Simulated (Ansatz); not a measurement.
Consider the ligand exchange at a Ge–C bond: `[CH3][GeH2][C]1=CC1` + H₂Te → `[CH3][GeH2][TeH]` + `C1=CC1`.

Isolated molecules relaxed with PBE0-D4/def2-TZVP in Ansatz; ΔE leaves out vibrations. CBS: MP2 limit from def2 TZ/QZ plus the TZ coupled-cluster correction, frozen cores. This one scheme is used for every species. DFT in def2-TZVPP. B3LYP here is the variant with VWN-RPA as its local correlation; programs differ in this. Elements past krypton have def2 core potentials. For Ge, Te outer-core shells are correlated without core-valence functions, which leaves a few kJ/mol of doubt a bond. Scalar relativity is left out up to krypton. Each species was taken in one conformer, which may not be the lowest.

```csv
level,ΔE (kJ/mol)
PBE-D4,-63.5
B3LYP-D4,-62.2
PBE,-63.9
r2SCAN,-62.9
CCSD/def2-TZVPP,-53.1
CCSD(T)/def2-TZVPP,-52.3
HF/def2-QZVPP,-63.1
SCS-MP2/def2-QZVPP,-59.6
```

(1) What does CCSD(T)/CBS give? (Estimate.)

Largest T1 diagnostic among the species: 0.011.

Results:

(1) Computed: -62.1 kJ/mol. The listed levels differ from it by -1.4, -0.1, -1.8, -0.8, 9.0, 9.8, -1.0, 2.5 kJ/mol.

In def2-TZVPP, CCSD(T) changes the Hartree–Fock value by +10.1 kJ/mol (the triples alone add +0.7 kJ/mol) and MP2 by +5.5 kJ/mol.
